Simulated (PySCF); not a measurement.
A structure optimised at PBE-D3(BJ)/def2-SVP, used in a PySCF frequency run:

```
Si
F 1 1.6454
N 1 1.7190 2 113.41
H 3 1.0225 1 119.70 2 -72.56
H 3 1.0232 4 111.34 1 -146.15
C 1 1.8615 2 107.40 3 124.26
H 6 1.1071 1 110.66 2 173.89
H 6 1.1075 7 108.76 1 121.37
H 6 1.1098 7 108.60 8 117.25
Br 1 2.2377 2 105.35 3 -116.33
```

Task: Write its SMILES and formula.

Result: C[Si](N)(F)Br, CH5BrFNSi

Task: What are its rotational constants (standard atomic weights)?

Result: 3.4687, 1.4681, 1.4449 GHz
